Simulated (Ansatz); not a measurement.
Results of the Gaussian-basis code of Ansatz.

A structure relaxed at PBE0-D4/def2-TZVP, charge 0, multiplicity 1:

```tsv
atom	x (Å)	y (Å)	z (Å)
Cl1	1.600	2.174	1.884
Al2	1.503	0.537	0.581
Cl3	3.284	-0.411	0.018
O4	0.549	0.984	-0.895
C5	-0.581	0.503	-1.212
C6	-1.283	-0.456	-0.494
C7	-0.779	-0.994	0.682
O8	0.328	-0.687	1.221
H9	-1.016	0.894	-2.136
H10	-2.241	-0.793	-0.861
H11	-1.365	-1.750	1.212
```

Problem. Give its formula and SMILES.

Solution. C3H3AlCl2O2, `[Cl][Al-]1([Cl])[O]C=CC=[O+]1`.

Problem. Point group (tolerance 0.08 Å, 0.16 Å for H)?

Solution. C2v.

Problem. Summarise the bond lengths by kind.

Solution. 2 × Al–Cl 2.094 to 2.095 Å; 2 × Al–O 1.813 Å; 2 × C–O 1.269 Å; 2 × C–C 1.388 Å; 3 × C–H 1.080 to 1.093 Å.
